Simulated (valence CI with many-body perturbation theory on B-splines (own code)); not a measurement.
Hyperfine factors and g values of Ba XXXVI

Computed by configuration interaction combined with many-body perturbation theory (CI+MBPT): three valence electrons over a frozen Dirac-Fock core [Ar], a basis of 9 s, 9 p, 10 d, 8 f, 5 g, 3 h, 1 i functions for each j, with the one-electron correlation potential Σ1 (screened to all orders), the two-electron term Σ2, the three-electron term Σ3, Breit, model QED; selected single and double excitations, second order for the rest (own B-spline code, finite nucleus).

No measured spectrum was set against this ion. As an estimate, large intervals hold to a few tenths of a per cent, small ones and those within an open d or f shell to about a per cent. Only levels of the ground parity were solved; by the run's estimate the other parity begins above the list, which can be wrong where configurations are misplaced.

A/g_I is the dipole constant over the nuclear g factor μ/I (μ in nuclear magnetons, uniformly magnetised nucleus), B/Q the quadrupole constant per barn. Both hold the static response of the core; the bare values leave it out. Large factors of s and p1/2 electrons are usually good to 5 to 10 %; those of open d and f shells near neutrality can be off by tens of per cent, and small factors of p3/2, d and f electrons come from cancelling terms and can be off by a factor of two or in sign, in half-filled shells by more. B is blank for J = 1/2, where it vanishes, and for nearly pure S terms. Energies count from the lowest level.

Levels are named by their leading jj configuration (3d3/2^4 stands for four electrons in 3d with j = 3/2), which in mixed levels can hold well under half, so a name can repeat and another be missing. Letters in brackets count levels of one name in rising energy.

```tsv
Level	E (cm⁻¹)	g	A/g_I (MHz)	A/g_I bare	B/Q (MHz/b)	B/Q bare
(3d3/2^3) J=3/2	0	0.608	38200	37800	-17700	-18100
(3d3/2^2 3d5/2) J=5/2 [a]	111390	1.042	21600	21700	-10100	-10300
(3d3/2^2 3d5/2) J=3/2	155390	1.258	17200	17600	-8150	-8300
(3d3/2^2 3d5/2) J=7/2	159210	1.099	21900	22000	1960	1980
(3d3/2^2 3d5/2) J=9/2	171250	1.091	23400	23500	19200	19500
(3d3/2^2 3d5/2) J=1/2	180330	1.928	-17200	-15900		
(3d3/2^2 3d5/2) J=5/2 [b]	273620	1.443	9550	10100	25200	25700
(3d3/2 3d5/2^2) J=7/2 [a]	280160	1.042	19800	19900	3960	4030
(3d3/2 3d5/2^2) J=9/2	297030	1.128	18700	18900	11200	11400
(3d3/2 3d5/2^2) J=3/2 [a]	326620	1.150	20300	20500	-22300	-22700
(3d3/2 3d5/2^2) J=1/2	341230	1.397	-5010	-4410		
(3d3/2 3d5/2^2) J=11/2	354380	1.085	20800	20900	47700	48500
(3d3/2 3d5/2^2) J=5/2 [a]	373190	1.160	13700	14000	21700	22100
(3d3/2 3d5/2^2) J=5/2 [b]	392740	1.064	19400	19600	3470	3530
(3d3/2 3d5/2^2) J=7/2 [b]	410170	1.112	20900	21100	10500	10700
(3d5/2^3) J=9/2	457930	1.117	15900	16100	9000	9170
(3d5/2^3) J=3/2	471010	1.140	22900	23100	12500	12700
(3d3/2 3d5/2^2) J=3/2 [b]	568860	0.880	26900	26800	19400	19800
(3d5/2^3) J=5/2	604680	1.149	15800	16100	9370	9540
```

Problem. Take the isotope of mass number 137, with I = 3/2, μ = 0.9375 μN and Q = 0.236 b. What is the hyperfine structure of (3d3/2^2 3d5/2) J=7/2?

Solution. From the table A = 13700 MHz, B = 462 MHz. Shifts from the centre of gravity in MHz: F = 2: -92200, F = 3: -51500, F = 4: 3210, F = 5: 72000.
